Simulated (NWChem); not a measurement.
System: C5H8; SMILES C=CCC=C

Input file for NWChem:

```
start job
memory heap 200 mb stack 900 mb global 1100 mb
geometry units angstroms noautoz
  C      0.552321     0.037726     2.219270
  C     -0.334148     0.271385     1.251616
  C     -0.486421    -0.544042     0.000000
  C     -0.334148     0.271385    -1.251616
  C      0.552321     0.037726    -2.219270
  H      1.257618    -0.797862     2.159891
  H      0.606900     0.671424     3.108419
  H     -1.017375     1.125038     1.353763
  H     -1.497801    -0.995803     0.000000
  H      0.233091    -1.378375     0.000000
  H     -1.017375     1.125038    -1.353763
  H      1.257618    -0.797862    -2.159891
  H      0.606900     0.671424    -3.108419
end
basis spherical
  C library 6-31+g*
  H library 6-31+g*
end
dft
  xc xtpss03 ctpss03
  iterations 150
  mulliken
end
task dft energy
```

NWChem printed, in part:

```
             Northwest Computational Chemistry Package (NWChem) 7.3.0
             --------------------------------------------------------

 CS  symmetry detected

                             Geometry "geometry" -> ""
                             -------------------------

 Output coordinates in angstroms (scale by  1.889725989 to convert to a.u.)

  No.       Tag          Charge          X              Y              Z
 ---- ---------------- ---------- -------------- -------------- --------------
    1 C                    6.0000     0.54258584     0.09059937    -2.21927000
    2 C                    6.0000    -0.36279321     0.23451808    -1.25161600
    3 C                    6.0000    -0.43283129    -0.59204283     0.00000000
    4 C                    6.0000    -0.36279321     0.23451808     1.25161600
    5 C                    6.0000     0.54258584     0.09059937     2.21927000
    6 H                    1.0000     1.32784088    -0.67033800    -2.15989100
    7 H                    1.0000     0.53357614     0.72657960    -3.10841900
    8 H                    1.0000    -1.12789364     1.01563517    -1.35376300
    9 H                    1.0000    -1.39401292    -1.14259471     0.00000000
   10 H                    1.0000     0.36644223    -1.35031120     0.00000000
   11 H                    1.0000    -1.12789364     1.01563517     1.35376300
   12 H                    1.0000     1.32784088    -0.67033800     2.15989100
   13 H                    1.0000     0.53357614     0.72657960     3.10841900

 Effective nuclear repulsion energy (a.u.)     155.2003333223

      Symmetry information
      --------------------

 Group name             Cs
 Group number              2
 Group order               2
 No. of unique centers     8

                                 NWChem DFT Module
                                 -----------------

 Summary of "ao basis" -> "ao basis" (spherical)
 ------------------------------------------------------------------------------
       Tag                 Description            Shells   Functions and Types
 ---------------- ------------------------------  ------  ---------------------
 C                          6-31+g*                  8       18   4s3p1d
 H                          6-31+g*                  2        2   2s

      Symmetry analysis of basis
      --------------------------

        a'         59
        a"         47

            General Information
            -------------------
          SCF calculation type: DFT
          Wavefunction type:  closed shell.
          No. of atoms     :    13
          No. of electrons :    38
           Alpha electrons :    19
            Beta electrons :    19
          Charge           :     0
          Spin multiplicity:     1
          Use of symmetry is: on ; symmetry adaption is: on
          Maximum number of iterations: 150
          AO basis - number of functions:   106
                     number of shells:    56
          Convergence on energy requested:  1.00D-06
          Convergence on density requested:  1.00D-05
          Convergence on gradient requested:  5.00D-04

              XC Information
              --------------
                  TPSS metaGGA Exchange Functional  1.000
             TPSS03 metaGGA Correlation Functional  1.000

             Grid Information
             ----------------
          Grid used for XC integration:  medium
          Radial quadrature: Mura-Knowles
          Angular quadrature: Lebedev.
          Tag              B.-S. Rad. Rad. Pts. Rad. Cut. Ang. Pts.
          ---              ---------- --------- --------- ---------
          C                   0.70       49          15.0       434
          H                   0.35       45          15.0       434
          Grid pruning is: on
          Number of quadrature shells:   372
          Spatial weights used:  Erf1

      Superposition of Atomic Density Guess
      -------------------------------------

 Sum of atomic energies:        -192.30331848

      Non-variational initial energy
      ------------------------------

 Total energy =    -195.563878
 1-e energy   =    -562.932584
 2-e energy   =     212.168373
 HOMO         =      -0.313322
 LUMO         =      -0.007411

      Symmetry analysis of molecular orbitals - initial
      -------------------------------------------------

  Numbering of irreducible representations:

     1 a'          2 a"

  Orbital symmetries:

     1 a'          2 a"          3 a'          4 a"          5 a'
     6 a'          7 a"          8 a'          9 a"         10 a'
    11 a'         12 a"         13 a'         14 a'         15 a"
    16 a"         17 a'         18 a"         19 a'         20 a'
    21 a"         22 a'         23 a"         24 a'         25 a'
    26 a"         27 a'         28 a'         29 a"

     ---------------------------------------------
      Total Density - Mulliken Population Analysis
     ---------------------------------------------

    Atom       Charge   Shell Charges
 -----------   ------   -------------------------------------------------------
    1 C    6     6.69   2.00  0.75  1.99  0.63  1.12  0.09  0.09  0.03
    2 C    6     5.88   2.00  0.74  1.89  0.53  0.93 -0.28  0.03  0.04
    3 C    6     6.99   2.00  0.71  1.99  0.66  1.12  0.38  0.09  0.04
    4 C    6     5.88   2.00  0.74  1.89  0.53  0.93 -0.28  0.03  0.04
    5 C    6     6.69   2.00  0.75  1.99  0.63  1.12  0.09  0.09  0.03
    6 H    1     0.74   0.46  0.28
    7 H    1     0.74   0.46  0.28
    8 H    1     0.74   0.47  0.28
    9 H    1     0.70   0.46  0.24
   10 H    1     0.73   0.47  0.26
   11 H    1     0.74   0.47  0.28
   12 H    1     0.74   0.46  0.28
   13 H    1     0.74   0.46  0.28

   convergence    iter        energy       DeltaE   RMS-Dens  Diis-err
 ---------------- ----- ----------------- --------- --------- ---------
 d= 0,ls=0.0,diis     1   -195.2873176154 -3.50D+02  1.71D-02  3.45D-01
 d= 0,ls=0.0,diis     2   -195.3252390290 -3.79D-02  6.80D-03  6.50D-02
 d= 0,ls=0.0,diis     3   -195.3119701367  1.33D-02  3.24D-03  1.57D-01
 d= 0,ls=0.0,diis     4   -195.3338373275 -2.19D-02  9.78D-04  3.29D-03
 d= 0,ls=0.0,diis     5   -195.3342679414 -4.31D-04  1.76D-04  1.95D-04
  Resetting Diis
 d= 0,ls=0.0,diis     6   -195.3342954919 -2.76D-05  3.32D-05  3.68D-06
 d= 0,ls=0.0,diis     7   -195.3342959649 -4.73D-07  2.50D-05  2.53D-07
 d= 0,ls=0.0,diis     8   -195.3342959428  2.20D-08  1.05D-05  4.22D-07
 d= 0,ls=0.0,diis     9   -195.3342959968 -5.39D-08  1.77D-06  3.88D-08

         Total DFT energy =     -195.334295996770
      One electron energy =     -568.059562807748
           Coulomb energy =      247.622009286866
    Exchange-Corr. energy =      -30.097075798174
 Nuclear repulsion energy =      155.200333322285

 Numeric. integr. density =       38.000022293842

                  Occupations of the irreducible representations
                  ----------------------------------------------

                     irrep           alpha         beta
                     --------     --------     --------
                     a'               11.0         11.0
                     a"                8.0          8.0

                       DFT Final Molecular Orbital Analysis
                       ------------------------------------

 Vector   17  Occ=2.000000D+00  E=-3.125333D-01  Symmetry=a'
              MO Center= -1.9D-01, -8.2D-02, -5.2D-13, r^2= 3.9D+00
   Bfn.  Coefficient  Atom+Function         Bfn.  Coefficient  Atom+Function
  ----- ------------  ---------------      ----- ------------  ---------------
    40      0.239634   3 C  py               99     -0.200256  10 H  s
   100     -0.194883  10 H  s                95     -0.169504   8 H  s
   101     -0.169504  11 H  s                39     -0.165560   3 C  px
    96     -0.161227   8 H  s               102     -0.161227  11 H  s
    21      0.152126   2 C  px               22     -0.152262   2 C  py

 Vector   18  Occ=2.000000D+00  E=-2.320870D-01  Symmetry=a'
              MO Center= -3.7D-03,  4.3D-02, -5.8D-15, r^2= 4.6D+00
   Bfn.  Coefficient  Atom+Function         Bfn.  Coefficient  Atom+Function
  ----- ------------  ---------------      ----- ------------  ---------------
    22      0.207674   2 C  py               58      0.207674   4 C  py
     4      0.169433   1 C  py               76      0.169433   5 C  py
    98      0.167910   9 H  s                21      0.164932   2 C  px
    57      0.164932   4 C  px                5      0.161869   1 C  pz
    77     -0.161869   5 C  pz                3      0.151692   1 C  px

 Vector   19  Occ=2.000000D+00  E=-2.293612D-01  Symmetry=a"
              MO Center=  1.3D-01,  1.5D-01, -9.2D-16, r^2= 4.7D+00
   Bfn.  Coefficient  Atom+Function         Bfn.  Coefficient  Atom+Function
  ----- ------------  ---------------      ----- ------------  ---------------
     4      0.207281   1 C  py               76     -0.207281   5 C  py
    23      0.202109   2 C  pz               59      0.202109   4 C  pz
     3      0.189728   1 C  px               75     -0.189728   5 C  px
    21      0.158270   2 C  px               57     -0.158270   4 C  px
     8      0.131857   1 C  py               22      0.132204   2 C  py

 Vector   20  Occ=0.000000D+00  E=-3.012772D-02  Symmetry=a'
              MO Center=  1.1D-01,  1.9D-02,  1.0D-14, r^2= 6.3D+00
   Bfn.  Coefficient  Atom+Function         Bfn.  Coefficient  Atom+Function
  ----- ------------  ---------------      ----- ------------  ---------------
    30      0.316437   2 C  py               66      0.316437   4 C  py
    10      0.299858   1 C  s                82      0.299858   5 C  s
    12     -0.297415   1 C  py               48     -0.296903   3 C  py
    84     -0.297415   5 C  py               11     -0.292539   1 C  px
    83     -0.292539   5 C  px               47     -0.278441   3 C  px

[...]
```

Level: TPSS/6-31+G* (spherical d). Geometry: optimised at PBE0/def2-SVP. Not confirmed as a minimum by frequencies.
